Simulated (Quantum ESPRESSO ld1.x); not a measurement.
Fractional charge and spin in the 4s shell of rubidium: the spin-up occupation runs from 0 to 1 and the spin-down occupation from 0 to 1; the fullest corner is Rb+, [Ar] 3d10 4p6 4s(up 1, down 1). All-electron calculation, scalar-relativistic Kohn-Sham, LDA (Slater exchange, Perdew-Wang correlation), spin-polarised, spherical densities, point nucleus. Program: ld1.x of Quantum ESPRESSO 7.5. Energy (eV) minus the two flat planes that join the four corners (they meet along the diagonal where the two added fractions sum to one electron); zero is where a piecewise linear energy would lie.

down \ up,0,0.25,0.5,0.75,1
0,0.000,-1.313,-1.743,-1.302,0.000
0.25,-1.313,-1.676,-1.171,0.191,-1.225
0.5,-1.743,-1.171,0.255,-1.100,-1.624
0.75,-1.302,0.191,-1.100,-1.563,-1.211
1,0.000,-1.225,-1.624,-1.211,0.000

Corners above the fullest one (they belong to Rb2+ and the next ion): (up 1, down 0) 44.202 eV, (up 0, down 1) 44.202 eV, (up 0, down 0) 102.90 eV. With half an added electron in each spin the energy lies 0.255 eV from the planes, and with half an added electron in spin up alone -1.743 eV. The planes are only a guide here: the flat-plane condition holds for ground states with one frontier orbital, while this shell lies below other occupied shells, so the corners above the fullest one are inner-hole states and not the ground states of those ions.
